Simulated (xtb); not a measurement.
xtb input (GFN2-xTB):

```bash
xtb mol.xyz --gfn 2 --sp --chrg 1 --uhf 0
```
mol.xyz:
```
3

La     0.18975711     0.71178202     0.85426370
I     -0.30132633     1.40130821    -1.90159842
I      0.09724793    -2.16680963     0.98286198
```

Output:

```
           -------------------------------------------------
          |                Calculation Setup                |
           -------------------------------------------------

           -------------------------------------------------
          |                 G F N 2 - x T B                 |
           -------------------------------------------------

        Reference                      10.1021/acs.jctc.8b01176
      * Hamiltonian:
        H0-scaling (s, p, d)           1.850000    2.230000    2.230000
        zeta-weighting                 0.500000
      * Dispersion:
        s8                             2.700000
        a1                             0.520000
        a2                             5.000000
        s9                             5.000000
      * Repulsion:
        kExp                           1.500000    1.000000
        rExp                           1.000000
      * Coulomb:
        alpha                          2.000000
        third order                    shell-resolved
        anisotropic                    true
        a3                             3.000000
        a5                             4.000000
        cn-shift                       1.200000
        cn-exp                         4.000000
        max-rad                        5.000000

          ...................................................
          :                      SETUP                      :
          :.................................................:
          :  # basis functions                  30          :
          :  # atomic orbitals                  27          :
          :  # shells                            9          :
          :  # electrons                        16          :
          :  max. iterations                   250          :
          :  Hamiltonian                  GFN2-xTB          :
          :  restarted?                      false          :
          :  GBSA solvation                  false          :
          :  PC potential                    false          :
          :  electronic temp.          300.0000000     K    :
          :  accuracy                    1.0000000          :
          :  -> integral cutoff          0.2500000E+02      :
          :  -> integral neglect         0.1000000E-07      :
          :  -> SCF convergence          0.1000000E-05 Eh   :
          :  -> wf. convergence          0.1000000E-03 e    :
          :  Broyden damping             0.4000000          :
          :  net charge                          1          :
          :  unpaired electrons                  0          :
          ...................................................

 iter      E             dE          RMSdq      gap      omega  full diag
   1     12.5614858  0.125615E+02  0.945E+01    3.73       0.0  T
   2     -6.1323108 -0.186938E+02  0.682E+01   13.36       1.0  T
   3     -6.7680292 -0.635718E+00  0.349E+01   11.38       1.0  T
   4     -7.4743466 -0.706317E+00  0.216E+01    8.19       1.0  T
   5     -7.2239068  0.250440E+00  0.259E+01   10.11       1.0  T
   6     -7.6905809 -0.466674E+00  0.199E+01    7.09       1.0  T
   7     -7.9922792 -0.301698E+00  0.157E+01    5.19       1.0  T
   8     -8.0365196 -0.442404E-01  0.152E+01    4.92       1.0  T
   9     -8.2217626 -0.185243E+00  0.974E+00    4.12       1.0  T
  10     -8.4555973 -0.233835E+00  0.669E+00    2.52       1.0  T
  11     -8.4821132 -0.265159E-01  0.571E+00    2.16       1.0  T
  12     -8.4970721 -0.149589E-01  0.945E+00    1.93       1.0  T
  13     -8.5048470 -0.777487E-02  0.539E+00    1.72       1.0  T
  14     -8.4897194  0.151276E-01  0.302E+00    0.63       1.0  T
  15     -8.4887662  0.953213E-03  0.318E+00    0.63       1.0  T
  16     -8.5001891 -0.114229E-01  0.310E+00    0.75       1.0  T
  17     -8.5131121 -0.129230E-01  0.106E+00    1.09       1.0  T
  18     -8.5139072 -0.795140E-03  0.574E-01    1.23       1.0  T
  19     -8.5138541  0.531182E-04  0.354E-01    1.27       1.0  T
  20     -8.5138553 -0.126249E-05  0.224E-01    1.27       1.0  T
  21     -8.5138541  0.127146E-05  0.150E-01    1.28       1.0  T
  22     -8.5138971 -0.430388E-04  0.800E-02    1.26       1.0  T
  23     -8.5139107 -0.136364E-04  0.302E-02    1.24       1.9  T
  24     -8.5139107  0.711493E-07  0.123E-02    1.24       4.7  T
  25     -8.5139107 -0.194438E-07  0.859E-03    1.24       6.7  T
  26     -8.5139108 -0.688381E-07  0.237E-03    1.24      24.3  T
  27     -8.5139108 -0.583523E-08  0.524E-04    1.24     110.1  T
  28     -8.5139108  0.385487E-10  0.433E-04    1.24     133.3  T

   *** convergence criteria satisfied after 28 iterations ***

         #    Occupation            Energy/Eh            Energy/eV
      -------------------------------------------------------------
         1        2.0000           -0.9921870             -26.9988
         2        2.0000           -0.9913950             -26.9772
         3        2.0000           -0.7766203             -21.1329
         4        2.0000           -0.6495097             -17.6741
         5        2.0000           -0.6437067             -17.5161
         6        2.0000           -0.6370081             -17.3339
         7        2.0000           -0.6251288             -17.0106
         8        2.0000           -0.6238026             -16.9745 (HOMO)
         9                         -0.5782261             -15.7343 (LUMO)
        10                         -0.5740634             -15.6211
        11                         -0.5713382             -15.5469
        12                         -0.5666813             -15.4202
        13                         -0.5658854             -15.3985
       ...                                ...                  ...
        27                          0.7039426              19.1553
      -------------------------------------------------------------
                  HL-Gap            0.0455765 Eh            1.2402 eV
             Fermi-level           -0.6009159 Eh          -16.3518 eV

 SCC (total)                   0 d,  0 h,  0 min,  0.005 sec
 SCC setup                      ...        0 min,  0.000 sec (  1.828%)
 Dispersion                     ...        0 min,  0.000 sec (  0.390%)
 classical contributions        ...        0 min,  0.000 sec (  0.388%)
 integral evaluation            ...        0 min,  0.001 sec ( 13.469%)
 iterations                     ...        0 min,  0.004 sec ( 66.389%)
 molecular gradient             ...        0 min,  0.001 sec ( 16.459%)
 printout                       ...        0 min,  0.000 sec (  0.921%)

         :::::::::::::::::::::::::::::::::::::::::::::::::::::
         ::                     SUMMARY                     ::
         :::::::::::::::::::::::::::::::::::::::::::::::::::::
         :: total energy              -8.494509532507 Eh    ::
         :: gradient norm              0.031229436760 Eh/a0 ::
         :: HOMO-LUMO gap              1.240200920066 eV    ::
         ::.................................................::
         :: SCC energy                -8.513910714460 Eh    ::
         :: -> isotropic ES            0.097417463055 Eh    ::
         :: -> anisotropic ES          0.006966160921 Eh    ::
         :: -> anisotropic XC         -0.030947272433 Eh    ::
         :: -> dispersion             -0.003531493508 Eh    ::
         :: repulsion energy           0.019401181953 Eh    ::
         :: add. restraining           0.000000000000 Eh    ::
         :: total charge               1.000000000018 e     ::
         :::::::::::::::::::::::::::::::::::::::::::::::::::::

           -------------------------------------------------
          |                Property Printout                |
           -------------------------------------------------

    * Orbital Energies and Occupations

         #    Occupation            Energy/Eh            Energy/eV
      -------------------------------------------------------------
         1        2.0000           -0.9921870             -26.9988
         2        2.0000           -0.9913950             -26.9772
         3        2.0000           -0.7766203             -21.1329
         4        2.0000           -0.6495097             -17.6741
         5        2.0000           -0.6437067             -17.5161
         6        2.0000           -0.6370081             -17.3339
         7        2.0000           -0.6251288             -17.0106
         8        2.0000           -0.6238026             -16.9745 (HOMO)
         9                         -0.5782261             -15.7343 (LUMO)
        10                         -0.5740634             -15.6211
        11                         -0.5713382             -15.5469
        12                         -0.5666813             -15.4202
        13                         -0.5658854             -15.3985
        14                         -0.5121560             -13.9365
        15                         -0.2313536              -6.2955
        16                         -0.2189804              -5.9588
        17                         -0.2146118              -5.8399
        18                         -0.2082862              -5.6678
        19                         -0.2045291              -5.5655
       ...                                ...                  ...
        27                          0.7039426              19.1553
      -------------------------------------------------------------
                  HL-Gap            0.0455765 Eh            1.2402 eV
             Fermi-level           -0.6009159 Eh          -16.3518 eV

     #   Z          covCN         q      C6AA      α(0)
     1  57 La       1.534     0.722  1821.192   162.206
     2  53 I        0.767     0.139   361.347    32.817
     3  53 I        0.767     0.139   361.347    32.817

 Mol. C6AA /au·bohr⁶  :       6121.867881
 Mol. C8AA /au·bohr⁸  :    1053808.587039
 Mol. α(0) /au        :        227.839880

Wiberg/Mayer (AO) data.
largest (>0.10) Wiberg bond orders for each atom

 ---------------------------------------------------------------------------
     #   Z sym  total        # sym  WBO       # sym  WBO       # sym  WBO
 ---------------------------------------------------------------------------
     1  57 La   2.510 --     2 I    1.255     3 I    1.255
     2  53 I    1.608 --     1 La   1.255     3 I    0.353
     3  53 I    1.608 --     1 La   1.255     2 I    0.353
 ---------------------------------------------------------------------------

Topologies differ in total number of bonds
Writing topology from bond orders to xtbtopo.mol

molecular dipole:
                 x           y           z       tot (Debye)
 q only:        0.205       0.770       0.924
   full:        0.628       2.354       2.826       9.483
molecular quadrupole (traceless):
                xx          xy          yy          xz          yz          zz
 q only:       -4.241       0.051       2.462       1.125      -1.217       1.779
  q+dip:        0.563       1.611      -2.099       0.585       9.088       1.536
   full:        4.722       1.793      -4.768      -0.413      11.564       0.045

           -------------------------------------------------
          | TOTAL ENERGY               -8.494509532507 Eh   |
          | GRADIENT NORM               0.031229436760 Eh/α |
          | HOMO-LUMO GAP               1.240200920066 eV   |
           -------------------------------------------------

------------------------------------------------------------------------
------------------------------------------------------------------------
 total:
 SCF:
Note: The following floating-point exceptions are signalling: IEEE_DENORMAL
normal termination of xtb
```

The spin state was set by rule; other spins were not relaxed.
